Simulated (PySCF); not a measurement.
## Magnetisability: `CC1=C[C@H](N)C=CC1`, C₇H₁₁N

Geometry:
```csv
atom,x (Å),y (Å),z (Å)
C1,2.437,-0.556,0.066
C2,1.010,-0.094,0.099
C3,0.024,-0.852,0.555
C4,-1.428,-0.460,0.566
N5,-2.258,-1.352,-0.254
C6,-1.633,0.945,0.085
C7,-0.657,1.717,-0.354
C8,0.778,1.299,-0.409
H9,2.526,-1.574,0.437
H10,3.061,0.094,0.679
H11,2.823,-0.520,-0.953
H12,0.231,-1.853,0.917
H13,-1.821,-0.548,1.592
H14,-2.155,-2.311,0.062
H15,-1.945,-1.310,-1.219
H16,-2.659,1.284,0.092
H17,-0.863,2.722,-0.699
H18,1.384,2.004,0.174
H19,1.136,1.374,-1.443
```

Method used: GIAO HSE06/pcSseg-0 magnetisability, rotational g tensor and spin-rotation constants, non-relativistic, gas phase (PySCF). Geometry: GFN2-xTB.

Question: What are the magnetisability and the molar susceptibility?

Answer: Isotropic -1283 × 10⁻³⁰ J/T², or -77.3 × 10⁻⁶ cm³/mol; principal values -1482, -1233, -1134 × 10⁻³⁰ J/T², anisotropy 310 × 10⁻³⁰ J/T² (root of half the summed squared differences of the principal values). The susceptibility is in cgs units.

Question: Split it along the inertial axes a, b, c into diamagnetic and paramagnetic parts about the centre of mass, with the quadrupole moment.

Answer: 
| axis | χ (10⁻⁶ cm³/mol) | diamagnetic (10⁻⁶ cm³/mol) | paramagnetic (10⁻⁶ cm³/mol) | summed x² of all electrons (Å²) | quadrupole Θ (D Å) |
| --- | --- | --- | --- | --- | --- |
| a | -75.0 | -491.9 | 416.9 | 168.8 | -6.61 |
| b | -69.1 | -813.7 | 744.7 | 92.9 | +7.15 |
| c | -87.7 | -1110.4 | 1022.7 | 23.0 | -0.54 |

Anisotropies 2χaa − χbb − χcc = +6.8 and 2χbb − χaa − χcc = +24.6 × 10⁻⁶ cm³/mol. Θ is traceless in Buckingham's convention.

Question: And the rotational g tensor?

Answer: 
```csv
axis,rotational constant (GHz),g,nuclear part,electronic part
a,3.2623,-0.0140,0.6249,-0.6389
b,1.7755,-0.0193,0.6018,-0.6211
c,1.2467,0.0000,0.5990,-0.5990
```
Asymmetric top; isotopes 12C, 1H, 14N; no vibrational averaging.
